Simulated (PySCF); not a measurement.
# A small calculation by hand: oscillator strength and radiative lifetime

1,2-difluorocyclopenta-1,3-diene (C₅H₄F₂), SMILES C1C=CC(F)=C1F.

Geometry: B3LYP-D3(BJ)/def2-SVP. Other conformers were not sampled.

TDA-PBE/def2-SVPD (PySCF 2.14.0) puts the first singlet state with f over 0.02 at 4.91 eV (vertical), with the transition dipole (0.442, 0.804, 0.000) in atomic units.

Problem. Find the oscillator strength, the wavelength and the radiative lifetime that this transition would have in vacuum if emission retraced absorption.

Solution. 
|μ|² = 0.8418 au, so |μ| = 2.33 D. ΔE = 4.91/27.211 = 0.1804 hartree. f = (2/3) ΔE |μ|² = 0.101 (the program prints 0.101).
λ = 1239.84/4.91 = 253 nm; ν = 39602 cm⁻¹.
Einstein's coefficient A = 0.6670 ν² f s⁻¹ (ν in cm⁻¹) = 1.1e8 s⁻¹, so τ = 1/A = 9.4 ns. This state is S1. The figure is the radiative limit of this one transition; relaxation, internal conversion, crossing to triplets and a medium change what is measured.
